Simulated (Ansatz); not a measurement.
B₁₃P₁₃H₃₀⁺, a nanocrystal cut from zinc blende BP (hydrogen-capped). The state is a doublet with charge 1. Geometry r2SCAN-D4/def2-SVP, that of the neutral singlet; atoms count from 1.

Cartesian coordinates in Å:
```
B 0.1434 -2.3695 -0.7954
B 0.7759 -2.2968 2.3781
B 3.2271 -2.5621 0.2963
B 2.1710 0.1329 -1.2398
B 2.7826 0.1799 1.9383
B -2.3228 -2.1176 1.2857
B -2.9446 -2.2053 -1.8795
B -0.8908 0.3100 -2.3191
B -3.3463 0.5342 -0.2222
B -0.2796 0.3784 0.8553
B 1.7359 2.8917 0.3966
B -1.2944 3.0669 -0.6716
B 1.1423 2.8394 -2.7746
P 1.3449 -2.9856 0.6239
P -1.7367 -2.8074 -0.4625
P -1.0950 -2.7504 2.6549
P 0.2939 -0.3977 -0.8989
P 0.9127 -0.3414 2.2419
P 3.2713 -0.6081 0.2017
P 2.2303 2.0888 -1.3316
P 2.8498 2.1180 1.7906
P -2.1429 -0.1647 1.1648
P -2.7193 -0.2617 -1.9101
P -0.6787 2.2571 -2.3570
P -3.1071 2.4624 -0.3092
P -0.1195 2.3326 0.7217
H 0.4948 -2.8237 -1.8667
H 1.4735 -2.7028 3.2850
H 3.5440 -3.0117 -0.7892
H 3.8947 -2.9349 1.2439
H 2.5024 -0.3454 -2.3068
H 3.4818 -0.2242 2.8448
H -3.4711 -2.4169 1.5418
H -2.5571 -2.6588 -2.9401
H -4.0918 -2.4732 -1.5718
H -0.5291 -0.1700 -3.3755
H -4.4955 0.2371 0.0327
H 1.8118 4.1033 0.3843
H -1.2212 4.2787 -0.6848
H 1.4831 2.3291 -3.8253
H 1.1967 4.0550 -2.7294
H 1.2138 -4.3994 0.7211
H -1.8411 -4.2228 -0.3559
H -1.2247 -4.1574 2.7923
H -1.5270 -2.3420 3.9472
H 0.5014 0.2136 3.4914
H 4.6160 -0.2005 -0.0246
H 3.5840 2.4731 -1.5446
H 4.1951 2.5315 1.6044
H 2.5824 2.7291 3.0469
H -2.5490 0.3900 2.4161
H -3.5764 0.2732 -2.9126
H -1.5534 2.7702 -3.3556
H -3.9892 3.0048 -1.2804
H -3.6229 3.0877 0.8596
H -0.5290 2.8833 1.9736
```

Single mean-field runs in def2-SVP are fitted with def2-universal-jkfit.

Estimate the Mulliken populations of the heavy atoms from the PBE0/def2-SVP orbitals of Ansatz.


| atom | charge (e) | spin (α − β) |
| --- | --- | --- |
| B1 | -0.15 | 0.07 |
| B2 | -0.24 | 0.00 |
| B3 | -0.16 | 0.04 |
| B4 | -0.14 | 0.10 |
| B5 | -0.24 | 0.00 |
| B6 | -0.25 | 0.00 |
| B7 | -0.16 | 0.03 |
| B8 | -0.15 | 0.07 |
| B9 | -0.25 | 0.00 |
| B10 | -0.31 | 0.01 |
| B11 | -0.24 | 0.00 |
| B12 | -0.24 | 0.00 |
| B13 | -0.16 | 0.03 |
| P14 | 0.09 | 0.04 |
| P15 | 0.09 | 0.08 |
| P16 | 0.22 | 0.01 |
| P17 | -0.04 | 0.08 |
| P18 | 0.12 | 0.01 |
| P19 | 0.07 | 0.00 |
| P20 | 0.07 | 0.01 |
| P21 | 0.21 | 0.00 |
| P22 | 0.12 | 0.02 |
| P23 | 0.09 | 0.08 |
| P24 | 0.09 | 0.05 |
| P25 | 0.22 | 0.01 |
| P26 | 0.12 | 0.01 |
Mulliken values and Mayer orders depend strongly on the basis.

Where does the spin sit?

Summed by element: B 0.35, P 0.41, H 0.24, of 1 unpaired in all. Largest on single atoms: B4 0.10, P23 0.08, P15 0.08.

And the Mayer bond orders between bonded heavy atoms (over 0.3)?

B1–P14 0.89 (1.96 Å); B1–P15 0.81 (1.96 Å); B1–P17 0.83 (1.98 Å); B2–P14 0.92 (1.97 Å); B2–P16 0.89 (1.94 Å); B2–P18 0.88 (1.96 Å); B3–P14 0.80 (1.96 Å); B3–P19 0.84 (1.96 Å); B4–P17 0.74 (1.98 Å); B4–P19 0.89 (1.96 Å); B4–P20 0.88 (1.96 Å); B5–P18 0.87 (1.96 Å); B5–P19 0.92 (1.97 Å); B5–P21 0.90 (1.94 Å); B6–P15 0.93 (1.97 Å); B6–P16 0.90 (1.94 Å); B6–P22 0.88 (1.96 Å); B7–P15 0.83 (1.96 Å); B7–P23 0.83 (1.96 Å); B8–P17 0.84 (1.98 Å); B8–P23 0.81 (1.96 Å); B8–P24 0.88 (1.96 Å); B9–P22 0.88 (1.96 Å); B9–P23 0.93 (1.97 Å); B9–P25 0.90 (1.94 Å); B10–P17 0.91 (2.00 Å); B10–P18 0.92 (1.97 Å); B10–P22 0.89 (1.97 Å); B10–P26 0.92 (1.97 Å); B11–P20 0.92 (1.97 Å); B11–P21 0.90 (1.94 Å); B11–P26 0.87 (1.96 Å); B12–P24 0.92 (1.97 Å); B12–P25 0.89 (1.94 Å); B12–P26 0.88 (1.96 Å); B13–P20 0.84 (1.96 Å); B13–P24 0.80 (1.96 Å).
